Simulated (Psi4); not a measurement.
Cl2Sb (SMILES [Cl][Sb+][Cl]), charge +1, singlet, geometry from GFN2-xTB (all electrons, no relativity), with bond 3-1 at 1.3 times its length. Base run: Psi4 with B3LYP/3-21G.

Geometry (Å):
```xyz
3

Sb     0.3775    -0.0203     0.4581
Cl     0.7707     0.3540    -1.7745
Cl    -2.5874    -0.3748     0.3831
```
Charge +1, spin multiplicity 1.
All else is at Psi4's defaults, with exact integrals.
Base energy -7204.43682 Eh.

Variants of this job, named by their change:

```json
[
 {"change": "base", "ΔE vs base (mEh)": "0.000", "SCF cycles": "10", "grid points": "62088", "basis functions": "59"},
 {"change": "dft_radial_points = 150", "ΔE vs base (mEh)": "-0.307", "SCF cycles": "10", "grid points": "123603", "basis functions": "59"},
 {"change": "dft_radial_points = 50", "ΔE vs base (mEh)": "13.923", "SCF cycles": "10", "grid points": "41951", "basis functions": "59"},
 {"change": "damping_percentage = 50", "ΔE vs base (mEh)": "0.007", "SCF cycles": "72", "grid points": "62088", "basis functions": "59"},
 {"change": "dft_spherical_points = 194", "ΔE vs base (mEh)": "0.027", "SCF cycles": "10", "grid points": "40163", "basis functions": "59"},
 {"change": "dft_radial_points = 99", "ΔE vs base (mEh)": "-0.307", "SCF cycles": "10", "grid points": "81702", "basis functions": "59"},
 {"change": "guess = sapgau", "ΔE vs base (mEh)": "0.000", "SCF cycles": "13", "grid points": "62088", "basis functions": "59"},
 {"change": "basis_guess = sto-3g", "ΔE vs base (mEh)": "0.000", "SCF cycles": "11", "grid points": "62088", "basis functions": "59"},
 {"change": "guess = modhuckel", "ΔE vs base (mEh)": "0.000", "SCF cycles": "12", "grid points": "62088", "basis functions": "59"},
 {"change": "puream = false", "ΔE vs base (mEh)": "0.000", "SCF cycles": "10", "grid points": "62088", "basis functions": "59"},
 {"change": "diis_max_vecs = 15", "ΔE vs base (mEh)": "0.000", "SCF cycles": "10", "grid points": "62088", "basis functions": "59"},
 {"change": "guess = core", "ΔE vs base (mEh)": "0.000", "SCF cycles": "16", "grid points": "62088", "basis functions": "59"},
 {"change": "dft_spherical_points = 590", "ΔE vs base (mEh)": "0.003", "SCF cycles": "10", "grid points": "121068", "basis functions": "59"}
]
```
